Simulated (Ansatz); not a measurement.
Z-matrix (Å, degrees):
```
Si
H 1 1.4798
H 1 1.4798 2 110.36
H 1 1.4798 2 110.36 3 122.25
I 1 2.4434 2 108.57 4 118.88
```
Charge 0, spin multiplicity 1.

Calculation: frozen-core CCSD(T)/def2-TZVPP // r2SCAN-D4/def2-TZVP (Ansatz, an electronic-structure program).

```yaml
HF energy: -587.38590 Ha
MP2 correlation energy: -0.62716 Ha
```

Problem. Estimate the CCSD correlation energy, the (T) correction, the total energy and the T1 diagnostic.

Solution. 
The CCSD correlation energy comes out as -0.62095 Ha and the (T) correction comes out as -0.01456 Ha. The CCSD(T) total energy is -588.02141 Ha and the T1 diagnostic comes out as 0.008.
